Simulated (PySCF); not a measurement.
# Frontier levels across methods

Butyl acetate, C₆H₁₂O₂.
Geometry (PBE0-D3(BJ)/def2-SVP, Å), atoms numbered from 1 in this order:
```
atom  x, y, z in Å
C1    -2.865   -0.264    0.375
C2    -2.136    0.940   -0.208
C3    -0.625    0.928    0.002
C4     0.072   -0.220   -0.703
O5     1.491   -0.096   -0.624
C6     2.084   -0.606    0.463
C7     3.576   -0.444    0.403
O8     1.489   -1.148    1.358
H9    -3.955   -0.156    0.272
H10   -2.640   -0.383    1.446
H11   -2.583   -1.203   -0.126
H12   -2.541    1.861    0.242
H13   -2.354    1.018   -1.289
H14   -0.190    1.871   -0.368
H15   -0.396    0.868    1.079
H16   -0.158   -0.214   -1.779
H17   -0.225   -1.188   -0.276
H18    3.877    0.281   -0.362
H19    4.024   -1.422    0.167
H20    3.945   -0.144    1.392
```

Basis pcSseg-1 throughout (PySCF), one geometry. The structure is a single PBE0-D3(BJ)/def2-SVP conformer in the gas phase; no vibrational or solvent corrections.

Problem. How do the orbital energies, the gap and the dipole change with the method?

Solution. 
```json
{"method": "OPBE", "kind": "GGA", "HOMO (eV)": "-6.13", "LUMO (eV)": "-0.56", "gap (eV)": "5.57", "μ (D)": "1.65", "SCF cycles": "16"}
{"method": "B97-D", "kind": "GGA", "HOMO (eV)": "-6.23", "LUMO (eV)": "-0.61", "gap (eV)": "5.62", "μ (D)": "1.68", "SCF cycles": "16"}
{"method": "KT3", "kind": "GGA", "HOMO (eV)": "-6.34", "LUMO (eV)": "-0.63", "gap (eV)": "5.71", "μ (D)": "1.63", "SCF cycles": "16"}
{"method": "B3LYP", "kind": "global hybrid", "HOMO (eV)": "-7.62", "LUMO (eV)": "0.15", "gap (eV)": "7.77", "μ (D)": "1.71", "SCF cycles": "14"}
{"method": "PBE0", "kind": "global hybrid", "HOMO (eV)": "-7.90", "LUMO (eV)": "0.43", "gap (eV)": "8.33", "μ (D)": "1.71", "SCF cycles": "14"}
{"method": "mPW1PW91", "kind": "global hybrid", "HOMO (eV)": "-7.95", "LUMO (eV)": "0.40", "gap (eV)": "8.35", "μ (D)": "1.72", "SCF cycles": "14"}
{"method": "BHandHLYP", "kind": "global hybrid", "HOMO (eV)": "-9.53", "LUMO (eV)": "1.65", "gap (eV)": "11.18", "μ (D)": "1.77", "SCF cycles": "13"}
{"method": "wB97X-D", "kind": "range-separated hybrid", "HOMO (eV)": "-9.86", "LUMO (eV)": "2.29", "gap (eV)": "12.15", "μ (D)": "1.74", "SCF cycles": "14"}
{"method": "LC-wPBE", "kind": "range-separated hybrid", "HOMO (eV)": "-10.71", "LUMO (eV)": "2.89", "gap (eV)": "13.60", "μ (D)": "1.72", "SCF cycles": "14"}
```

The HOMO spans 4.58 eV, from OPBE down to LC-wPBE, and the gap runs from 5.57 eV (OPBE) to 13.60 eV (LC-wPBE). Over the methods OPBE (0 %), B97-D (0 %), KT3 (0 %), B3LYP (20 %), PBE0 (25 %), mPW1PW91 (25 %), BHandHLYP (50 %), a straight line through the gap against the share of exact exchange rises by 1.10 eV for each 10 % (correlation coefficient 1.000). The dipole ranges from 1.63 D (KT3) to 1.77 D (BHandHLYP). This basis has no diffuse functions.
